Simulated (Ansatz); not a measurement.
C$_{2}$H$_{7}$InO$_{2}$ (`C[O][In]([CH3])[OH]`). Charge 0, multiplicity 1. In: def2 effective core potential. Geometry: relaxed with PBE0-D4/def2-TZVP. It is one conformer, not always the lowest.

```xyz
12

C     1.214    1.492    0.981
O     0.326    0.500    1.410
In   -0.634   -0.747    0.191
C    -0.538   -0.728   -1.933
O    -1.683   -1.960    1.350
H     0.995    2.437    1.494
H     2.252    1.222    1.219
H     1.170    1.695   -0.100
H     0.495   -0.872   -2.251
H    -1.159   -1.526   -2.335
H    -0.892    0.233   -2.303
H    -1.546   -1.746    2.277
```

Question: What is the dipole moment at PBE/def2-TZVPP? (Best estimate.)

Answer: The calculation gave: 2.40 D, with components (0.75, 0.74, -2.15) D in this frame, pointing from negative to positive charge.

Question: And with r2SCAN, B3LYP, ωB97M-V? (Best estimate.)

Answer: Computed: r2SCAN 2.51 D, B3LYP 2.59 D, ωB97M-V 2.59 D.

Question: Give the Mulliken charges with PBE, r2SCAN, ωB97M-V in def2-TZVPP. (An estimate is asked.)

Answer: Computed: 
| atom | PBE | r2SCAN | ωB97M-V |
| --- | --- | --- | --- |
| C1 | -0.11 | 0.05 | -0.15 |
| O2 | -0.45 | -0.53 | -0.53 |
| In3 | 0.77 | 0.86 | 0.88 |
| C4 | -0.52 | -0.43 | -0.56 |
| O5 | -0.48 | -0.54 | -0.53 |
| H6 | 0.08 | 0.04 | 0.10 |
| H7 | 0.08 | 0.04 | 0.10 |
| H8 | 0.06 | 0.02 | 0.08 |
| H9 | 0.12 | 0.10 | 0.14 |
| H10 | 0.13 | 0.11 | 0.15 |
| H11 | 0.12 | 0.10 | 0.14 |
| H12 | 0.19 | 0.20 | 0.18 |

B3LYP here is the variant with VWN-RPA as its local correlation; programs differ in this.
